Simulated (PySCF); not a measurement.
# Stationary points of ITiN

Computed with PySCF, PBE0, basis Ti def2-TZVP, N def2-TZVP, I def2-TZVP with ECP28 (scalar-relativistic core potentials, no spin–orbit coupling, density fitting).

Relaxations began from a few typed shapes. The search is not exhaustive: other isomers or separated fragments can lie lower, and high-lying points may rest on an excited occupation.

Order these stationary points by electronic energy, lowest first, in kJ/mol from the lowest minimum.
A. singlet Cs: Ti–I 2.642 Å, Ti–N 1.541 Å; I–Ti–N 121.3°
B. singlet C∞v: Ti–I 2.716 Å, Ti–N 1.542 Å; I–Ti–N 180.0°

A (0.0), B (27.8).

Which of them are minima?

By energy in kJ/mol, 0.0: minimum; 27.8: saddle point, 2 imaginary modes.

Formally Ti is in oxidation state +4, d0. The polar-tensor charge on Ti, 1.51, is far below the formal one.
